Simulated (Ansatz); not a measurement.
Two isomers of C2H8BFSi: A = `B[Si](C)(C)F`, B = `CB[SiH](C)F`.

Isolated molecules relaxed with PBE0-D4/def2-TZVP in Ansatz; ΔE leaves out vibrations. CBS: MP2 limit from def2 TZ/QZ plus the TZ coupled-cluster correction, frozen cores. Functionals use def2-TZVPP. B3LYP here is the variant with VWN-RPA as its local correlation; programs differ in this. One conformer a species, not always the lowest.

Which isomer does CCSD(T)/CBS put lower? Give the gap. (An estimate is asked.)

Ansatz gave: B, by 1.9 kJ/mol. So small a gap doesn't settle the order.

Give E(B) − E(A) in kJ/mol with HF/def2-TZVPP, B3LYP, CCSD(T)/def2-TZVPP, PBE0-D4, B3LYP-D4, r2SCAN-D4, MP2/def2-TZVPP. (An estimate is asked.)

Ansatz gave: HF/def2-TZVPP -1.5, B3LYP -7.4, CCSD(T)/def2-TZVPP -1.9, PBE0-D4 -6.5, B3LYP-D4 -5.1, r2SCAN-D4 -5.5, MP2/def2-TZVPP -1.4. None reverses the order clearly.

Largest T1 diagnostic: 0.011.
